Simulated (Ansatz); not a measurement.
`S[SiH2][O][GeH3]` + H₂ → `[SiH3][O][GeH3]` + H₂S at 400 K and 1 bar (hydrogenolysis of the Si–S bond).

Isolated molecules relaxed with PBE0-D4/def2-TZVP in Ansatz; ΔE leaves out vibrations. CBS: MP2 limit from def2 TZ/QZ plus the TZ coupled-cluster correction, frozen cores. This one scheme is used for every species. For Ge outer-core shells are correlated without core-valence functions, which leaves a few kJ/mol of doubt a bond. Scalar relativity is left out up to krypton. Each species was taken in one conformer, which may not be the lowest.

| species | CCSD(T)/CBS energy (Eh) | H − E (kJ/mol) | S (J/(mol·K)) |
| --- | --- | --- | --- |
| `S[SiH2][O][GeH3]` | -2841.83417 | 180.4 | 410.0 |
| H₂ | -1.17544 | 38.0 | 139.0 |
| `[SiH3][O][GeH3]` | -2444.01593 | 167.7 | 374.2 |
| H₂S | -398.97279 | 53.4 | 215.9 |

H − E and S are ideal-gas, rigid-rotor, harmonic terms from PBE0-D4/def2-TZVP, for one conformer and one mirror image of each species. For small species the MP2-based limit differs from directly extrapolated CCSD(T) by up to some mEh (0.8 for H₂); such offsets cancel only in part. 1 Eh = 2625.50 kJ/mol, R = 8.31446 J/(mol·K).

Task: By hand: ΔE, ΔH, ΔS and ΔG.

Result: ΔE = (-2444.01593) + (-398.97279) − (-2841.83417) − (-1.17544) = 0.02089 Eh = 54.8 kJ/mol. Δ(H − E) = 167.7 + 53.4 − 180.4 − 38.0 = 2.7, so ΔH = 57.5 kJ/mol. ΔS = 374.2 + 215.9 − 410.0 − 139.0 = 41.1 J/(mol·K). ΔG = 57.5 − 400 × (41.1)/1000 = 41.1 kJ/mol.

Task: By hand: the equilibrium constant, and the temperature at which ΔG would vanish if ΔH and ΔS stayed fixed.

Result: log₁₀ K = −ΔG/(RT ln 10) = -5.4. ΔG = 0 at ΔH/ΔS = 1399 K.

ΔH outweighs TΔS. A doubt of 5 kJ/mol in ΔE shifts log₁₀ K by 0.7 here. Other conformers and mirror images would add mixing entropy, several J/(mol·K) or more a flexible species. Modes under 60 cm⁻¹, often nearly free rotors, make the harmonic entropy too high. These are equilibria of isolated gas molecules and say nothing of rates. Largest T1 diagnostic: 0.012 (customary marks: 0.02 for closed shells, 0.045 for open ones).
